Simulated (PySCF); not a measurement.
B(H)(NH2)(NMe2), SMILES CN(C)BN (C2H9BN2) at its B3LYP/def2-SVP optimised geometry (Å):

```
14

B     -0.5432     0.0104     0.0000
H     -1.1067     1.0824     0.0000
N     -1.3503    -1.1522    -0.0001
H     -2.3586    -1.0855     0.0001
H     -1.0118    -2.1058     0.0001
N      0.8786     0.0104     0.0000
C      1.6444     1.2389     0.0000
C      1.6993    -1.1801     0.0004
H      2.3004     1.3146     0.8904
H      2.3011     1.3141    -0.8898
H      0.9701     2.1058    -0.0004
H      2.3586    -1.2243    -0.8891
H      2.3568    -1.2250     0.8913
H      1.0854    -2.0917    -0.0007
```

Computed with B3LYP/def2-TZVP (PySCF).

Map of the electrostatic potential (hartree/e), clipped to [-0.08, 0.12] on the plane z = 0.8 Å:

```
|...........................|
|......    .................|
|....       ................|
|...         ...............|
|...         ...::..........|
|..           .::::.........|
|..           .:==-::::.....|
|..           .:=++***=:....|
|...          .:=#@@@@@=:...|
|...      .....:=@@@@@@+:...|
|....     :---::=@@@@@@=:...|
|.....    :*@@*=+%@@@@*-....|
|......  .+@@@@*@@@#*=-:....|
|...::...:*@@@@%@@@*=-::....|
|.::::-:::+@@@@*@@@%#+=:....|
|:::--==-+#%@@*=+%@@@@@=:...|
|:::-=+*+%@@+=--=@@@@@@*:...|
|:::-=+++%@%=::-=@@@@@@*:...|
|:::-----=**=-:-=#@@@@@=:...|
|::::::::-=*+=--+**+++=::...|
|.:::::::-=**=-==+=-::::....|
|.:::::::-=++=-----:::......|
|..::::::--==-----:::.......|
|...::::::-----:::::........|
|....:::::::::::::::........|
|.....:::::::::::::.........|
|......:::::::::::..........|
```
Scale: ten equal steps from -0.020 (start of ' ') to 0.120 (end of '@'), in the order ' .:-=+*#%@'; x runs from -4.50 to 4.50, y from -4.50 (bottom) to 4.50 (top).
